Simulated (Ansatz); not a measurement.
Ansatz (an electronic-structure program) input (PBE/6-31G* with LANL2DZ past Ar): The .json file joins the Basis Set Exchange's 6-31G* for atoms up to Ar and LANL2DZ past it.

Ansatz 0.2 input:
```yaml
crystal:
  periodic: [false, false, false]
  atoms:
    - {symbol: Zn, position_ang: [-0.00000000, -0.00000000, -0.74981373]}
    - {symbol: Cl, position_ang: [0.00000000, 0.00000000, 1.32320071]}
basis:
  gaussian:
    orbitals: 6-31Gs+LANL2DZ.json
hamiltonian:
  xc: {name: PBE}
total_charge: 1
relax: {f_tol: 0.003, max_steps: 120}
```

Output:

```
WARN ansatz: RAYON_NUM_THREADS=1 ignored (pool sized by the plan → 1); use --threads N
Functional definition: PBE
integrals: 0.01 GiB planned
419 factors; integrals over basis functions are off by at most 2.9e-4 eV
mean field: 0.07 GiB planned
mean field evaluation 1: about -14293.3842 eV, gradient 4.9e1 eV
mean field evaluation 2: about -14182.2192 eV, gradient 1.5e2 eV
mean field evaluation 4: about -14301.5689 eV, gradient 1.6e1 eV
mean field evaluation 8: about -14302.2979 eV, gradient 2.6e-1 eV
mean field -14302.29808966 eV, -525.5997603490 hartree, gradient 6.2e-6 eV, S^2 0.000000; 0 other end points of the search recorded, 0 dependent functions left out
the calculation of the forces begins
reference -14302.29812097 eV, -525.5997614996 hartree; 14, 14 occupied and 23, 23 virtual orbitals, 419 factors
relax step   1: F+E_penalty+E_count = -14302.29808966 eV  Δ(F+E_penalty+E_count) = +0.000e0 eV  max|allowed force component| = 7.048e-1 eV/Å  Δτ_max = 0.0000 Å  (24 SCF iters, accepted)
these checks for a lower state are left out or cut short: starts, cluster_reference, orbital_swaps, neighbouring_geometries, increment
integrals: 0.01 GiB planned
419 factors; integrals over basis functions are off by at most 2.9e-4 eV
mean field: 0.07 GiB planned
mean field evaluation 16: about -14302.3082 eV, gradient 1.3e0 eV
mean field -14302.31290701 eV, -525.6003048768 hartree, gradient 8.0e-5 eV, S^2 0.000000; 0 other end points of the search recorded, 0 dependent functions left out
the calculation of the forces begins
reference -14302.31293821 eV, -525.6003060235 hartree; 14, 14 occupied and 23, 23 virtual orbitals, 419 factors
relax step   2: F+E_penalty+E_count = -14302.31290701 eV  Δ(F+E_penalty+E_count) = -1.482e-2 eV  max|allowed force component| = 1.214e-1 eV/Å  Δτ_max = 0.0183 Å  (23 SCF iters, accepted)
these checks for a lower state are left out or cut short: starts, cluster_reference, orbital_swaps, neighbouring_geometries, increment
integrals: 0.01 GiB planned
419 factors; integrals over basis functions are off by at most 2.9e-4 eV
mean field: 0.07 GiB planned
mean field -14302.31341040 eV, -525.6003233758 hartree, gradient 1.1e-5 eV, S^2 0.000000; 0 other end points of the search recorded, 0 dependent functions left out
the calculation of the forces begins
reference -14302.31344159 eV, -525.6003245222 hartree; 14, 14 occupied and 23, 23 virtual orbitals, 419 factors
relax step   3: F+E_penalty+E_count = -14302.31341040 eV  Δ(F+E_penalty+E_count) = -5.034e-4 eV  max|allowed force component| = 1.314e-2 eV/Å  Δτ_max = 0.0038 Å  (21 SCF iters, accepted)
these checks for a lower state are left out or cut short: starts, cluster_reference, orbital_swaps, neighbouring_geometries, increment
integrals: 0.01 GiB planned
419 factors; integrals over basis functions are off by at most 2.9e-4 eV
mean field: 0.07 GiB planned
mean field evaluation 32: about -14302.3134 eV, gradient 1.9e-5 eV
mean field -14302.31341650 eV, -525.6003236002 hartree, gradient 1.9e-5 eV, S^2 0.000000; 0 other end points of the search recorded, 0 dependent functions left out
the calculation of the forces begins
reference -14302.31344770 eV, -525.6003247466 hartree; 14, 14 occupied and 23, 23 virtual orbitals, 419 factors
relax step   4: F+E_penalty+E_count = -14302.31341650 eV  Δ(F+E_penalty+E_count) = -6.107e-6 eV  max|allowed force component| = 2.438e-4 eV/Å  Δτ_max = 0.0005 Å  (17 SCF iters, accepted)
integrals: 0.01 GiB planned
419 factors; integrals over basis functions are off by at most 2.9e-4 eV
mean field: 0.07 GiB planned
mean field -14302.31341650 eV, -525.6003236002 hartree, gradient 1.9e-5 eV, S^2 0.000000; 1 other end points of the search recorded, 0 dependent functions left out
the calculation of the forces begins
reference -14302.31344770 eV, -525.6003247466 hartree; 14, 14 occupied and 23, 23 virtual orbitals, 419 factors
Total energy: -14302.31344770 eV, -525.6003247466 hartree
Atom 0 at     0.000000    -0.000000    -0.772327 Å, force     0.000000     0.000000    -0.000244 eV/Å
Atom 1 at    -0.000000     0.000000     1.345714 Å, force     0.000000    -0.000000     0.000244 eV/Å
Dipole moment:     0.000000     0.000000    -1.272197 e Å
```

The dipole moment of an ion depends on the origin.
